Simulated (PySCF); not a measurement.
C₂H₅ClSi₂, SMILES ClC1=C[SiH2][SiH2]1. Coordinates come from a r2SCAN-D4/def2-SVP optimisation. The structure was generated by enumeration, and PubChem lists no compound with its InChIKey, so it may never have been made.

Computed equilibrium geometry at r2SCAN-D4/def2-SVP (PySCF confirms it by a frequency run) as bond lengths and angles, and its point group:
point group Cs.
Atoms: Cl1 C2 C3 Si4 Si5 H6 H7 H8 H9 H10. Bonds (Å): Cl1–C2 1.743, C2–C3 1.359, C2–Si5 1.900, C3–Si4 1.889, C3–H6 1.098, Si4–Si5 2.345, Si4–H7 1.495, Si4–H8 1.495, Si5–H9 1.493, Si5–H10 1.493. Angles (°): Cl1–C2–C3 124.3, Cl1–C2–Si5 128.3, C3–C2–Si5 107.4, C2–C3–Si4 102.8, C2–C3–H6 123.6, Si4–C3–H6 133.6, C3–Si4–Si5 76.5, C3–Si4–H7 115.0, C3–Si4–H8 115.0, Si5–Si4–H7 119.2, Si5–Si4–H8 119.2, H7–Si4–H8 108.7, C2–Si5–Si4 73.3, C2–Si5–H9 114.2, C2–Si5–H10 114.2, Si4–Si5–H9 120.7, Si4–Si5–H10 120.7, H9–Si5–H10 109.1.
